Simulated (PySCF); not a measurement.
Computed shifts of a molecule C4H8OS, PBE/pcSseg-1 (PySCF), GIAO, gas phase, equivalent atoms averaged, in ppm (number of nuclei): ¹³C: 198.6 (1), 36.7 (1), 33.9 (1), 14.8 (1). ¹H: 3.05 (2), 2.58 (3), 1.56 (3). References: ¹³C against TMS (σ = 182.0 ppm); ³³S against H2S (σ = 706.5 ppm); ¹⁷O against H2O (σ = 334.3 ppm); ¹H against TMS (σ = 31.49 ppm), references at their B3LYP-D3(BJ)/def2-TZVP geometries, non-relativistic. Geometry optimised at B3LYP-D3(BJ)/def2-SVP. The geometry has at least one imaginary mode, so it is a saddle point at that level. One conformer was computed; it need not be the lowest.

Question: Which structure fits?
(A) CSCC(C)=O
(B) CCC(=O)SC
(C) CC[C@@H](S)C=O
(D) CCSC(C)=O

Answer: D, CCSC(C)=O
